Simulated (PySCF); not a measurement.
Species: C3H9Tl.
Geometry (PBE0-D3(BJ)/def2-SVP, Å), atoms numbered from 1 in this order:
```xyz
13
C3H9Tl angstrom
C     -0.457    2.170   -0.147
Tl     0.011   -0.001    0.017
C      2.121   -0.695    0.145
C     -1.661   -1.472    0.018
H     -0.382    2.463   -1.205
H      0.264    2.764    0.431
H     -1.478    2.374    0.206
H      2.291   -1.132    1.140
H      2.819    0.138   -0.010
H      2.300   -1.474   -0.610
H     -2.568   -1.017    0.438
H     -1.864   -1.766   -1.023
H     -1.392   -2.370    0.590
```

Method used: PySCF 2.14.0, PBE0-D3(BJ)/def2-SVP geometry optimisation, gas phase, def2 core potentials past Kr.

**Question.** Which atoms are bound to Tl2, and at what distances?

**Answer.** 3 atoms: C3 2.225 Å, C4 2.227 Å, C1 2.227 Å. The nearest atom not counted as bound is H12, at 2.78 Å (others tie with it).

**Question.** List the angles at Tl2.

**Answer.** 
```tsv
angle	degrees	distance of the outer atoms (Å)
C1–Tl2–C3	120.5	3.87
C3–Tl2–C4	120.4	3.86
C1–Tl2–C4	119.1	3.84
```

**Question.** What is the shape at Tl2?

**Answer.** Planar: angles 120.5°, 120.4° and 119.1°, sum 360.0°, 0.01 Å off the plane of its three neighbours.

**Question.** What are the other bond lengths?

**Answer.** C1–H5 and 8 like bonds 1.099 Å.

Charge 0, singlet. Stationary, but not proved a minimum.
